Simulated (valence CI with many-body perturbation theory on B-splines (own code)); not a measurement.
The numbers below are computed, except where a source is named.
# Ba25+: what the settings do

Level of theory: configuration interaction combined with many-body perturbation theory (CI+MBPT): three valence electrons over a frozen Dirac-Fock core [Ar] 3d10, radial functions for each j: 6 s, 6 p, 5 d, 3 f, 1 g, with the one-electron correlation potential Σ1 (screened to all orders), the two-electron term Σ2, the three-electron term Σ3, Breit, model QED; selected single and double excitations, second order for the rest (own B-spline code, finite nucleus).

No measured levels were compared; by estimate levels hold to about 250 cm⁻¹ or 0.2 % of their energy and the worst to 1 %, as in measured heavy ions of charge 2 to 7; those with d or f electrons hold less well.

The reference run has the lowest level (4s^2 4p1/2) J=1/2 and an ionisation energy of 848.331 eV. Its largest variational space holds 2800 state functions.

Levels are named by their leading jj configuration (3d3/2^4 stands for four electrons in 3d with j = 3/2), which in mixed levels can hold well under half, so a name can repeat and another be missing. Letters in brackets count levels of one name in rising energy.

Changed runs:
A. lowest core n in screening and Σ2 1 → 3
B. hole-hole ladder in Σ2 on → off; Davidson tolerance 2e-05 → 0.001
C. hole-hole ladder in Σ2 on → off; Breit term on → off
D. scale of Σ2 1 → 3 (bad on purpose)

Excitation energies of the reference run in cm⁻¹, and shifts in cm⁻¹:

```tsv
Level	Reference	A	B	C	D
(4s^2 4p3/2) J=3/2	171874	+3.6	-6.0	+2298	+744
(4s 4p1/2^2) J=1/2	434334	-39	-37	-2014	+4230
(4s 4p1/2 4p3/2) J=3/2 [a]	553456	-61	-79	-18	+7891
(4s 4p1/2 4p3/2) J=5/2	591817	-39	-49	+321	+5425
(4s 4p1/2 4p3/2) J=3/2 [b]	653556	+16	+3.5	+366	-760
(4s 4p1/2 4p3/2) J=1/2	683392	+108	+45	-78	-10387
(4s 4p3/2^2) J=5/2	752970	-31	-44	+2369	+5743
(4s 4p3/2^2) J=1/2	855546	+62	+74	+2248	-4657
(4s 4p3/2^2) J=3/2	861740	+124	+39	+2306	-10528
(4s^2 4d3/2) J=3/2	970788	+115	+27	+3602	-11356
(4s^2 4d5/2) J=5/2	1001180	+110	+21	+4601	-10512
(4p1/2^2 4p3/2) J=3/2	1110870	+57	+9.4	-1874	-4745
Ionisation energy (eV)	848.331	+0.021	-0.013	+0.733	-0.331
```
